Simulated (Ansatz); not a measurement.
`F[SiH](F)[SiH3]` at its PBE0-D4/def2-TZVP geometry, where that method's forces vanish. Charge 0, multiplicity 1.

```xyz
8

F     2.1393   -0.0060    0.6641
Si    0.9275   -0.6505   -0.1451
F     0.6536   -2.0857    0.4902
Si   -0.9773    0.6898    0.0995
H     1.3922   -0.8661   -1.5356
H    -0.7017    2.0337   -0.4728
H    -2.1073    0.0661   -0.6378
H    -1.3263    0.8186    1.5375
```

(1) What forces (eV/Å) does B3LYP-D4/def2-TZVPP give on these atoms in the Gaussian-basis code of Ansatz? (Estimate.)

Results:

(1) The calculation gave: 
```
F1   0.171  0.094  0.111
Si2 -0.056  0.063 -0.272
F3  -0.041 -0.203  0.086
Si4 -0.108  0.076  0.012
H5  -0.024  0.011  0.070
H6  -0.023 -0.080  0.037
H7   0.065  0.043  0.047
H8   0.017 -0.004 -0.091
```

B3LYP here is the variant with VWN-RPA as its local correlation; programs differ in this.
